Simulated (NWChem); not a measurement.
System: boric acid (H3BO3); SMILES OB(O)O

NWChem input:

```
start job
memory heap 200 mb stack 900 mb global 1100 mb
geometry units angstroms noautosym nocenter noautoz
  O     -0.960121     0.999409     0.000000
  B     -0.037938     0.001812     0.000000
  O      1.293053     0.344052     0.000000
  O     -0.514656    -1.277638     0.000000
  H     -0.534738     1.861480     0.000000
  H      1.907973    -0.392472     0.000000
  H      0.158477    -1.960235     0.000000
end
basis spherical
  O library pcsseg-2
  B library pcsseg-2
  H library pcsseg-2
end
dft
  xc hfexch
  iterations 150
  semidirect filesize 400000000
end
property
  shielding
end
task dft property
```

Structure relaxed at the PBE0/def2-SVP level.

GIAO values for the isolated, static molecule; σ is the absolute isotropic shielding.

Atoms are numbered as in the input.

Q: Predict the main results of this run. (Hartree-Fock/pcSseg-2, GIAO.) Quantities: basis functions; σ O1 (ppm); σ B2 (ppm); σ O3 (ppm); σ O4 (ppm); σ H5 (ppm); σ H6 (ppm); σ H7 (ppm).

A: The number of basis functions is 186, the σ O1 (ppm) comes out as 267.9 and the σ B2 (ppm) comes out as 94.7. The σ O3 (ppm) is 265.5, the σ O4 (ppm) is 266.6 and the σ H5 (ppm) is 28.73. The σ H6 (ppm) is 29.33 and the σ H7 (ppm) comes out as 29.48.
